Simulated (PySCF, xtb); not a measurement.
F3Ga, SMILES [F][Ga+]([F])[F] (connectivity only; charge and spin as stated), charge +1, multiplicity 2.

Harmonic wavenumbers (cm⁻¹) from GFN2-xTB run with xtb at its own minimum, in rising order: 16, 33, 122, 319, 335, 344.

Problem. What does r2SCAN-D4/def2-SVP run with PySCF give at its own minimum? (Estimate from the structure and the level; the computed values follow.)

Solution. 122, 146, 286, 430, 619, 843. Paired by order, the mean absolute difference is 213 cm⁻¹ and the zero-point energies are 1.7 and 3.5 kcal/mol.
